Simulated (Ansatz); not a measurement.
Ideal-gas functions of BrClF2Ge (`[F][Ge]([F])([Cl])[Br]`) at 800 K and 1 bar, from an Ansatz frequency run at PBE0-D4/def2-TZVP.

Molar mass 225.96 g/mol, point group Cs (symmetry number 1), electronic degeneracy 1, moments of inertia 208.259, 455.453, 522.822 u Å². Harmonic wavenumbers (cm⁻¹, unscaled): 116, 152, 183, 220, 237, 339, 469, 740, 760.

Use S(trans) = R[1.5 ln M + 2.5 ln T − 1.1517]; rotational temperatures θ = 24.2544 K / I; S(rot) = R[ln(√π/σ · √(T³/θAθBθC)) + 1.5]; for each mode x = 1.438777 ν̃/T, S = R[x/(eˣ − 1) − ln(1 − e⁻ˣ)] and H = RT x/(eˣ − 1); 1 cm⁻¹ = 0.0119627 kJ/mol; R = 8.31446 J/(mol·K).

Task: By hand: the entropy, in J/(mol·K).

Result: Translation 197.0. Rotation: θ = 0.1165, 0.0533, 0.0464 K, giving 134.5. Vibration, mode by mode: 21.36, 19.12, 17.59, 16.08, 15.47, 12.56, 9.97, 6.53, 6.33, in all 125.0. Electronic 0.0. Sum 456.5 J/(mol·K).

Task: By hand: H − E and G − E in kJ/mol, counted from the electronic energy.

Result: Zero-point energy ½ × 3216 × 0.0119627 = 19.2; thermal vibration 43.5; translation, rotation and pV give 4 RT = 26.6. H − E = 89.3 kJ/mol, and G − E = 89.3 − 800 × 456.5/1000 = -275.9 kJ/mol.

Vibration gives 27 % of the entropy, 21.4 J/(mol·K) of it from the mode under 150 cm⁻¹: soft modes count most, and the harmonic formula is weakest for them.
